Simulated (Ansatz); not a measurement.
Consider the substitution at a C–S bond: `C=C(Cl)S[SiH3]` + `O[SiH3]` → `C=C(Cl)O[SiH3]` + `[SiH3]S`.

Calculated with Ansatz (gas phase, PBE0-D4/def2-TZVP geometries, no zero-point term in ΔE). CBS: MP2 limit from def2 TZ/QZ plus the TZ coupled-cluster correction, frozen cores. Functionals use def2-TZVPP. One conformer a species, not always the lowest.

`C=C(Cl)S[SiH3]`:

Z-matrix (Å, degrees):
```
Si
S 1 2.148
H 1 1.484 2 102.5
H 1 1.483 2 110.5 3 -118.2
H 1 1.481 2 112.5 3 117.9
C 2 1.758 1 101.8 3 167.1
Cl 6 1.734 2 117.2 1 44.3
C 6 1.326 2 122.4 1 -139.0
H 8 1.082 6 121.1 2 -174.4
H 8 1.082 6 119.9 2 5.0
```

`O[SiH3]`:

```xyz
6

O    -0.155    1.174    0.491
Si   -0.071   -0.388   -0.028
H     0.402    1.820    0.057
H    -0.450   -0.512   -1.463
H    -1.025   -1.147    0.811
H     1.300   -0.947    0.132
```

`C=C(Cl)O[SiH3]`:

Z-matrix (Å, degrees):
```
Si
O 1 1.669
H 1 1.479 2 102.9
H 1 1.482 2 111.0 3 -118.4
H 1 1.482 2 111.0 3 118.4
C 2 1.331 1 129.4 3 -180.0
Cl 6 1.744 2 114.8 1 -0.1
C 6 1.324 2 124.2 1 180.0
H 8 1.078 6 120.8 2 -180.0
H 8 1.081 6 119.2 2 -0.1
```

`[SiH3]S`:

Cartesian coordinates in Å:
```
Si -0.364 0.217 -0.314
S 1.566 -0.507 0.249
H -1.384 -0.861 -0.284
H -0.194 0.713 -1.701
H -0.812 1.324 0.568
H 1.187 -0.886 1.481
```

CCSD(T)/CBS gives +17.4 kJ/mol.

Task: Another level gave +6.3 kJ/mol. Which?
A. CCSD(T)/def2-TZVPP
B. r2SCAN/def2-TZVPP
C. MP2/def2-TZVPP
D. HF/def2-TZVPP

Result: B. r2SCAN 6.3, HF/def2-TZVPP -3.2, CCSD(T)/def2-TZVPP 12.0, MP2/def2-TZVPP 21.0 kJ/mol.

Largest T1 diagnostic among the species: 0.012.

In def2-TZVPP, CCSD(T) changes the Hartree–Fock value by +15.1 kJ/mol (the triples alone add +2.8 kJ/mol) and MP2 by +24.2 kJ/mol. The D4 term adds +5.1 kJ/mol with B3LYP and +2.7 kJ/mol with PBE0; it sums over pairs of atoms, weighted by their polarisabilities, and B3LYP, whose exchange is more repulsive, gets the larger term.

B3LYP here is the variant with VWN-RPA as its local correlation; programs differ in this.
